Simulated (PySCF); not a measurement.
Labels have come off several samples. The candidates:

A. `C/N=C\C=C/F`
B. methanetetracarbonitrile (SMILES N#CC(C#N)(C#N)C#N)
C. SMILES CCC(=O)[SiH2]O[SiH2][SiH3]

Spectrum 1. 13C{1H} NMR (computed): δ 166.3 (CH), 158.2 (CH), 107.1 (CH), 38.9 (CH3).

Spectrum 2. 13C{1H} NMR (computed): δ 252.4 (C), 45.7 (CH2), 7.5 (CH3).

Spectrum 3. 13C{1H} NMR (computed): δ 107.8 (C), 15.4 (C).

How the numbers were obtained: GFN2-xTB structure, PBE0/pcSseg-1 with gauge-including orbitals, couplings computed with B3LYP/pcJ-1, in PySCF (single conformer, equivalent nuclei averaged, non-relativistic Hamiltonian, isolated molecule).

References, each an isolated molecule treated in the same way: TMS for 13C. Splittings of carbon signals by F and P are missing where no couplings were computed. Shifts are as computed. Against solution values, carbons near 30 ppm lie about +3 ppm off and those near 130 ppm about +5 ppm. Of 1211 compounds with measured shifts, 218 miss one by over three times the rms of a fit or turn the order of signals round; such compounds aren't used in these exercises.

Which spectrum belongs to which compound?

Results:

1–A, 2–C, 3–B.

- Spectrum 1 (A): 4 13C signals; δC 107.1 is an alkene CH; δC 38.9 is a methyl carbon bonded to N.
- Spectrum 2 (C): 3 13C signals; δC 45.7 is an sp3 CH2 α to a carbonyl; δC 7.5 is a methyl carbon.
- Spectrum 3 (B): 2 13C signals; δC 107.8 is a nitrile carbon; δC 15.4 is a quaternary sp3 carbon α to a nitrile.
